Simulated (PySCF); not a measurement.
Isomers of C4H9BO2S. Method used: PySCF 2.14.0, PBE0-D3(BJ)/def2-SVP geometry optimisation, gas phase. Energies are electronic, without zero-point or thermal terms, for one conformer each. No frequencies were run at this level. Point groups hold within 0.08 Å.

Question: Rank from lowest to highest electronic energy at this level (kcal/mol).
A. `[CH3:1][O:2][B:3]([O:4][CH3:5])[C:6]([CH3:7])=[S:8]` with C1–O2–B3–O4 180°, O2–B3–O4–C5 -3°, O2–B3–C6–C7 -137°
B. `[CH3:1][S:2][C@@H:3]1[CH2:4][CH2:5][O:6][BH:7][O:8]1` with C1–S2–C3–C4 180°, S2–C3–C4–C5 -71°, C3–C4–C5–O6 -50°, C4–C5–O6–B7 25°, C5–O6–B7–O8 -1°

Answer: B (0.0), A (15.5).

As drawn, the higher has a C=S bond, which the lower lacks.

```tsv
SMILES	E (Eh)	E rel (kcal/mol)	dipole (D)	point group	A, B, C (MHz)
CS[C@@H]1CCOBO1	-730.54379	0.0	2.21	C1	3182, 1321, 1135
COB(OC)C(C)=S	-730.51905	15.5	2.23	C1	2125, 1267, 906.8
```

Q: How do the relative energies change in single points at CAM-B3LYP/def2-SVPD (no added dispersion term) on the same geometries?

A: 
```json
{"SMILES": "CS[C@@H]1CCOBO1", "PBE0-D3(BJ)/def2-SVP (kcal/mol)": "0.0", "CAM-B3LYP/def2-SVPD (kcal/mol)": "0.0", "shift": "0.0"}
{"SMILES": "COB(OC)C(C)=S", "PBE0-D3(BJ)/def2-SVP (kcal/mol)": "15.5", "CAM-B3LYP/def2-SVPD (kcal/mol)": "12.2", "shift": "-3.3"}
```

Each column counts from its own lowest isomer. The order is unchanged; the largest shift is 3.3 kcal/mol.
